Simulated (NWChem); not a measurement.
The numbers come from NWChem runs, not from measurements. System: C$_{3}$H$_{2}$N$_{3}$, charge 1, spin multiplicity 1, at the geometry of a parent with another charge or spin, in a state set for the comparison that need not be this species' ground state. Level: MP2/def2-TZVP, 6 core orbitals frozen.

Job file:

```
start mol
memory heap 200 mb stack 900 mb global 1100 mb
charge 1
geometry units angstroms nocenter noautoz
  C      0.000000     0.000000    -1.325694
  N     -1.185631     0.000000    -0.757633
  C     -1.132915     0.000000     0.593697
  N      0.000000     0.000000     1.306905
  C      1.132915     0.000000     0.593697
  N      1.185631     0.000000    -0.757633
  H     -2.091835     0.000000     1.144163
  H      2.091835     0.000000     1.144163
  symmetry group C2v
end
basis spherical
  * library def2-tzvp
end
scf
  rhf
  nopen 0
  maxiter 100
  thresh 1e-7
  semidirect memsize 60000000 filesize 0
end
mp2
  freeze core 6
end
task mp2 energy
```

Output (cleaned and shortened):

```
             Northwest Computational Chemistry Package (NWChem) 7.3.0
             --------------------------------------------------------

                                NWChem Input Module
                                -------------------

 Scaling coordinates for geometry "geometry" by  1.889725989
 (inverse scale =  0.529177249)

 Turning off AUTOSYM since
 SYMMETRY directive was detected!

                             Geometry "geometry" -> ""
                             -------------------------

 Output coordinates in angstroms (scale by  1.889725989 to convert to a.u.)

  No.       Tag          Charge          X              Y              Z
 ---- ---------------- ---------- -------------- -------------- --------------
    1 C                    6.0000     0.00000000     0.00000000    -1.32569400
    2 N                    7.0000    -1.18563100     0.00000000    -0.75763300
    3 C                    6.0000    -1.13291500     0.00000000     0.59369700
    4 N                    7.0000     0.00000000     0.00000000     1.30690500
    5 C                    6.0000     1.13291500     0.00000000     0.59369700
    6 N                    7.0000     1.18563100     0.00000000    -0.75763300
    7 H                    1.0000    -2.09183500     0.00000000     1.14416300
    8 H                    1.0000     2.09183500     0.00000000     1.14416300

 Effective nuclear repulsion energy (a.u.)     201.8859092237

            Nuclear Dipole moment (a.u.)
            ----------------------------
        X                 Y               Z
 ---------------- ---------------- ----------------
    -0.0000000000     0.0000000000    -0.0000018897

      Symmetry information
      --------------------

 Group name             C2v
 Group number             16
 Group order               4
 No. of unique centers     5

      Symmetry unique atoms

     1    2    3    4    7


 Summary of "ao basis" -> "" (spherical)
 ------------------------------------------------------------------------------
       Tag                 Description            Shells   Functions and Types
 ---------------- ------------------------------  ------  ---------------------
 *                         def2-tzvp                  on all atoms

 Summary of "ao basis" -> "ao basis" (spherical)
 ------------------------------------------------------------------------------
       Tag                 Description            Shells   Functions and Types
 ---------------- ------------------------------  ------  ---------------------
 C                         def2-tzvp                11       31   5s3p2d1f
 N                         def2-tzvp                11       31   5s3p2d1f
 H                         def2-tzvp                 4        6   3s1p

                                 NWChem SCF Module
                                 -----------------

  ao basis        = "ao basis"
  functions       =   198
  atoms           =     8
  closed shells   =    20
  open shells     =     0
  charge          =   1.00
  wavefunction    = RHF
  use symmetry    = T
  symmetry adapt  = T

 Summary of "ao basis" -> "ao basis" (spherical)
 ------------------------------------------------------------------------------
       Tag                 Description            Shells   Functions and Types
 ---------------- ------------------------------  ------  ---------------------
 C                         def2-tzvp                11       31   5s3p2d1f
 N                         def2-tzvp                11       31   5s3p2d1f
[...]
    75      0.389621  3 C  py               137     -0.389621  5 C  py
    44     -0.286404  2 N  py                72      0.285106  3 C  py
   134     -0.285106  5 C  py               168      0.286404  6 N  py
    69      0.255941  3 C  py               131     -0.255941  5 C  py
    38     -0.174250  2 N  py               162      0.174250  6 N  py

 center of mass
 --------------
 x =  -0.00000000 y =   0.00000000 z =  -0.05362938

 moments of inertia (a.u.)
 ------------------
         257.531769891175           0.000000000000           0.000000000000
           0.000000000000         539.619985886352           0.000000000000
           0.000000000000           0.000000000000         282.088215995176

  Mulliken analysis of the total density
  --------------------------------------

    Atom       Charge   Shell Charges
 -----------   ------   -------------------------------------------------------
    1 C    6     5.34   0.86  1.12  0.54  0.48  0.04  1.07  0.95  0.12  0.03  0.12  0.02
    2 N    7     7.27   0.82  1.16  0.53  0.90  0.21  1.44  1.68  0.45  0.01  0.06  0.00
    3 C    6     5.67   0.86  1.12  0.53  0.55  0.07  1.13  1.07  0.16  0.04  0.13  0.02
    4 N    7     7.29   0.82  1.16  0.54  0.91  0.23  1.43  1.66  0.46  0.01  0.06  0.00
    5 C    6     5.67   0.86  1.12  0.53  0.55  0.07  1.13  1.07  0.16  0.04  0.13  0.02
    6 N    7     7.27   0.82  1.16  0.53  0.90  0.21  1.44  1.68  0.45  0.01  0.06  0.00
    7 H    1     0.75   0.25  0.44  0.04  0.02
    8 H    1     0.75   0.25  0.44  0.04  0.02

       Multipole analysis of the density wrt the origin
       ------------------------------------------------

     L   x y z        total         open         nuclear
     -   - - -        -----         ----         -------
     0   0 0 0      1.000000      0.000000     41.000000

     1   1 0 0     -0.000000      0.000000     -0.000000
     1   0 1 0      0.000000      0.000000      0.000000
     1   0 0 1     -0.399659      0.000000     -0.000002

     2   2 0 0    -17.245530      0.000000    156.532591
     2   1 1 0      0.000000      0.000000      0.000000
     2   1 0 1     -0.000000      0.000000      0.000000
     2   0 2 0    -23.278879      0.000000      0.000000
     2   0 1 1      0.000000      0.000000      0.000000
     2   0 0 2    -18.202103      0.000000    133.503641

                   NWChem MP2 Semi-direct Energy/Gradient Module
                   ---------------------------------------------

  Basis functions       =    198
  Molecular orbitals    =    198
  Frozen core           =      6
  Frozen virtuals       =      0
  Active alpha occupied =     14
  Active beta occupied  =     14
  Active alpha virtual  =    178
  Active beta virtual   =    178
  Use MO symmetry       = T
  Use skeleton AO sym   = T

  AO/Fock/Back tols     =   1.0D-09  1.0D-09  1.0D-09

 GA uses MA = F    GA memory limited = T

 Available:
  local mem=  1.26D+08
 global mem=  1.44D+08
 local disk=  0.00D+00
  mp2_memr nvloc                   178
  nvloc new                   178
   1 passes of  14:        5242880                     204526                 164981569.
   1 passes of  14: M    126043123           G      144100792           F     120800243.
  mp2_memr nvloc                   178
  nvloc new                   178
   2 passes of   7:        5242880                     142251                  82524280.
   2 passes of   7: M    126043123           G      144100792           F     120800243.

 Semi-direct pass number   1 of   2  for RHF alpha+beta  at       34.6s
  vrange nnbf                 19464
  mp2_eaftype                   314  avail_ma_in_mb                  1098
 EAF : mp2_eaftype filesize         314   41262140.
  mp2_eaf for mointskh                    314
Node 0 wrote    194.0 Mb in      0.1 s     Agg I/O rate:  2827.7 Mb/s
 Done moints_semi at       55.2s
  mp2_eaftype                   314  avail_ma_in_mb                   784
 EAF : mp2_eaftype filesize         314   41262140.
  mp2_eaf for kh                   314
 Done maket at       55.7s
 Semi-direct pass number   2 of   2  for RHF alpha+beta  at       55.7s
  vrange nnbf                 19464
  mp2_eaftype                   314  avail_ma_in_mb                   784
 EAF : mp2_eaftype filesize         314   41262140.
  mp2_eaf for mointskh                    314
Node 0 wrote    194.0 Mb in      0.1 s     Agg I/O rate:  2936.9 Mb/s
 Done moints_semi at       75.6s
  mp2_eaftype                   314  avail_ma_in_mb                   784
 EAF : mp2_eaftype filesize         314   41262140.
  mp2_eaf for kh                   314
 Done maket at       76.1s
 Done multipass loop at       76.1s

          -------------------------------------------
          SCF energy                -277.777500826037
          Correlation energy          -1.032181552084
          Singlet pairs               -0.614799160276
          Triplet pairs               -0.417382391808
          Total MP2 energy          -278.809682378121
          -------------------------------------------

          ---------------------------------------------------
                    Spin Component Scaled (SCS) MP2
          Same spin pairs                     -0.278254927872
          Same spin scaling factor             0.333333333333
          Opposite spin pairs                 -0.753926624212
          Opposite spin scaling fact.          1.200000000000
          SCS-MP2 correlation energy          -0.997463591678
          Total SCS-MP2 energy              -278.774964417716
          ---------------------------------------------------

 -----------------------
 Performance information
 -----------------------

 Timer overhead =  1.59D-07 seconds/call

               Nr. of calls         CPU time (s)                 Wall time (s)                GFlops
             ---------------    -------------------     ------------------------------   -------------------
Name         Min   Avg   Max    Min     Avg     Max     Min     Avg     Max   Mx/calls   Min     Max     Sum
mp2: moin     2     2     2    41.     41.     41.      41.     41.     41.     20.      0.0     0.0     0.0
mp2: make     2     2     2   0.94    0.94    0.94     0.94    0.94    0.94    0.47      0.0     0.0     0.0
mp2: tota     1     1     1    42.     42.     42.      42.     42.     42.     42.      0.0     0.0     0.0

 The average no. of pstat calls per process was 5.00D+00
 with a timing overhead of 7.95D-07s

 Task  times  cpu:       76.1s     wall:       76.1s

 Total times  cpu:       76.1s     wall:       76.1s
```
